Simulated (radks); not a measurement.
Ionisation of the cadmium ion Cd+, [Kr] 4d10 5s1, to [Kr] 4d10 as the strength of local exchange is varied. Calculated with a radial shooting solver on a logarithmic mesh with Libxc functionals: scalar-relativistic Kohn-Sham, Slater X-alpha exchange (alpha = 2/3 is LDA exchange), no correlation, spin-polarised, spherical densities, finite nucleus; open shells are filled with parallel spins first (spin-orbit coupling, left out, can overturn this in heavy ions); Fermi nuclear charge, rms radius 4.6087 fm.

alpha  E(Cd+) (hartree)  exchange (hartree)  IE (eV)  -e of the level emptied (eV)  <r> of it (bohr)
0.56        -5561.51495          -120.79275   15.793                   11.961 (5s)             2.726
0.573       -5564.32561          -123.65974   15.906                   12.075 (5s)             2.718
0.667       -5584.69142          -144.47473   16.729                   12.911 (5s)             2.662
0.828       -5619.74669          -180.47000   18.180                   14.399 (5s)             2.571
0.851       -5624.77244          -185.64757   18.391                   14.617 (5s)             2.559

NIST Atomic Spectra Database: 16.908 eV (measured). The Delta-SCF value meets it near alpha = 0.69.
